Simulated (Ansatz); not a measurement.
Gas-phase electronic energies from Ansatz, PBE0-D4/def2-TZVP geometries. CCSD(T)/CBS is the MP2 limit (def2-TZVPP, def2-QZVPP) plus CCSD(T) − MP2 in def2-TZVPP, frozen cores. This one scheme is used for every species. DFT in def2-TZVPP. For Ge outer-core shells are correlated without core-valence functions, which leaves a few kJ/mol of doubt a bond. Scalar relativity is left out up to krypton. One conformer a species, not always the lowest.

`[NH2][GeH2][SiH2]Cl` + H–F → `[NH2][GeH2][F]` + `[SiH3]Cl`  (cleavage of the Ge–Si bond)

CCSD(T)/CBS gives -16.0 kcal/mol.

Task: Another level gave -18.0 kcal/mol. Which?
A. PBE/def2-TZVPP
B. PBE0-D4/def2-TZVPP
C. CCSD/def2-TZVPP
D. SCS-MP2/def2-TZVPP

Result: C. CCSD/def2-TZVPP -18.0, SCS-MP2/def2-TZVPP -19.8, PBE -15.3, PBE0-D4 -14.1 kcal/mol.

Largest T1 diagnostic among the species: 0.011.

The D4 term adds +2.6 kcal/mol with B3LYP and +1.5 kcal/mol with PBE0; it sums over pairs of atoms, weighted by their polarisabilities, and B3LYP, whose exchange is more repulsive, gets the larger term. In def2-TZVPP, CCSD(T) changes the Hartree–Fock value by +7.8 kcal/mol (the triples alone add +0.8 kcal/mol) and MP2 by +7.5 kcal/mol.

B3LYP here is the variant with VWN-RPA as its local correlation; programs differ in this.
